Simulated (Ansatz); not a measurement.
Species: GeF₃ (charge -1, singlet). SMILES of the parent species: [F][Ge]([F])[F]
Coordinates optimised at B3LYP-D3(BJ)/def2-TZVP (Ansatz, an electronic-structure program):
```xyz
4

Ge     0.0030     0.0005     0.4365
F      1.3437    -0.8043    -0.5255
F      0.0189     1.5679    -0.5194
F     -1.3731    -0.7655    -0.5072
```
Charge -1, spin multiplicity 1.

Task: Give the harmonic wavenumbers at B3LYP-D3(BJ)/def2-TZVP (Ansatz, finite differences of forces, unscaled).

Result: 208, 208, 272, 519, 519, 570 cm⁻¹. Zero-point energy 3.3 kcal/mol.

Task: From these and the geometry, give the ideal-gas thermochemistry at 298.15 K and 1 atm (rigid rotor, harmonic oscillator).

Result: Point group C3v, rotational symmetry number 3. Rotational constants 5.095, 5.095, 3.603 GHz. S(trans) 40.49, S(rot) 23.46, S(vib) 7.44, S(elec, spin only) 0.00, S 71.4 cal/(mol K). H(298) - H(0) 3.72 kcal/mol; G - E(el) -14.3 kcal/mol.
